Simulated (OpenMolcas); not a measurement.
**Pd2+ in Cs2NaYCl6**

Pd2+ with its 6 nearest chloride ions at 2.62 Å, on the Y site of Cs2NaYCl6 (a = 10.7396 Å, distance in the model lattice 2.619 Å). The rest of the host is ab initio model potentials to 7.6 Å, with orthogonalisation functions on the cations behind the ligands, and point charges beyond; the distance is set by hand and nothing relaxes, and no local charge compensation is placed. Ligand basis ANO-RCC-VDZP.

```
Program             : OpenMolcas
Method              : CASSCF
Basis               : ANO-RCC-VTZP [7s6p4d2f1g]
Scalar Hamiltonian  : DKH2, point nucleus
Active space        : 8 electrons in 5 orbitals (4d)
State averaging     : 2S+1 = 3 even, 10 roots; 2S+1 = 1 even, 15 roots
Spin-orbit coupling : RASSI with atomic mean-field integrals over the reference wave functions
```

The lowest spin-free states (labels of O, the rotations of Oh), above the lowest:

```csv
State,Degeneracy,E (cm-1)
3A2,1,0.0
3T2,3,7945
1E,2,12437
3T1,3,13220
1A1,1,20335
1T2,3,20352
3T1,3,23619
1T1,3,24427
1E,2,31589
1T2,3,31930
1A1,1,54064
```

The lowest levels with spin-orbit coupling:

```tsv
E (cm-1)	Degeneracy	Label	2S+1
0.0	3	T2	3
7110	2	E	3
7698	3	T1	3
8836	3	T2	3
9209	1	A2	3
11679	1	A1	3
11858	2	E	1 (67 %)
13162	3	T1	3
14797	3	T2	3
16327	2	E	3 (72 %)
19843	3	T2	1 (74 %)
21047	1	A1	1
23848	2	E	3
24534	3	T1	3 (79 %)
24874	3	T2	3 (74 %)
24967	1	A1	3
25246	3	T1	1 (78 %)
32357	2	E	1
32671	3	T2	1
54972	1	A1	1
```

Powder χT (cm3 K/mol): 1.56 at 2 K, 1.56 at 10 K, 1.57 at 50 K, 1.58 at 100 K, 1.6 at 200 K, 1.61 at 300 K. The effective moment at 300 K is 2.828 √(χT) = 3.59 μB.

The lowest level has 2S+1 = 3, for which the spin-only value is χT = S(S+1) / 2 = 1.000 cm3 K/mol (g = 2). The computed 1.614 at 300 K differs by +0.614, through orbital momentum, spin-orbit coupling and any other state in reach.

Metal share of the active 4d orbitals (Löwdin): 88, 88, 97, 97, 97 %; Mulliken charge of the metal 0.88.

Without dynamic correlation the repulsion within the d shell is too large (B by tens of per cent), so at a given field states of lower spin stand too high. Real 4d8 and 5d8 ions are as a rule square planar and diamagnetic. With metal d orbitals alone the field can be off either way by tens of per cent. Ligand-to-metal charge-transfer states are missing. With no ligand orbital active B as a rule stays too high, so bands that hang on it stand too high and its fall with covalency is understated. No measured value stands beside these numbers; the geometry was set by hand and not optimised.
